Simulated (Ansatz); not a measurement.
Cl2H2MoO2S, SMILES `[OH][Mo]([OH])(=[S])([Cl])[Cl]`. Charge 0, multiplicity 1. Correlated methods include outer-core shells of Mo, which these sets cover unevenly. Mo: def2 effective core potential.

Z-matrix (Å, degrees):
```
Mo
O 1 1.850
S 1 2.075 2 102.6
Cl 1 2.262 2 93.1 3 -107.6
O 1 1.850 2 151.0 3 150.1
Cl 1 2.397 2 79.0 3 108.7
H 2 0.963 1 123.0 3 -126.3
H 5 0.963 1 123.0 2 -23.8
```

Question: Give the diagnostics of a CCSD(T)/def2-TZVPP run (frozen core, Ansatz 0.2.0). (An estimate is asked.)

Answer: Ansatz gave: T1 = 0.0243, largest single amplitude 0.099, largest double 0.071, (T) share of the correlation energy 5.9 %, 15 CCSD cycles. The RHF solution is unstable towards an unrestricted one. T1 lies over the customary mark of 0.02 for closed shells; compounds of d metals often pass it without a breakdown.
